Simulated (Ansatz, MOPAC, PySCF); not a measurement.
Species: PbS, charge 0, multiplicity 1. SMILES: [Pb]=[S]
Geometry: optimised at B3LYP-D3(BJ)/def2-TZVP (Ansatz, a quantum-chemistry and plane-wave program).

Unscaled harmonic wavenumbers (cm⁻¹) in rising order, each level at the stationary point that it reaches from this structure (no distance between atoms moves by over 0.3 Å); the order of modes can differ between levels, and a negative number is imaginary. B3LYP-D3(BJ)/def2-TZVP (PySCF, at the structure above): 435.

AM1 (MOPAC): 362. Zero-point energy 0.5 against 0.6 kcal/mol.

PM3 (MOPAC): 420. Zero-point energy 0.6 against 0.6 kcal/mol.

PM7 (MOPAC): 361. Zero-point energy 0.5 against 0.6 kcal/mol.

HF/6-31G* with LANL2DZ past Ar (Ansatz): 460. Zero-point energy 0.7 against 0.6 kcal/mol.
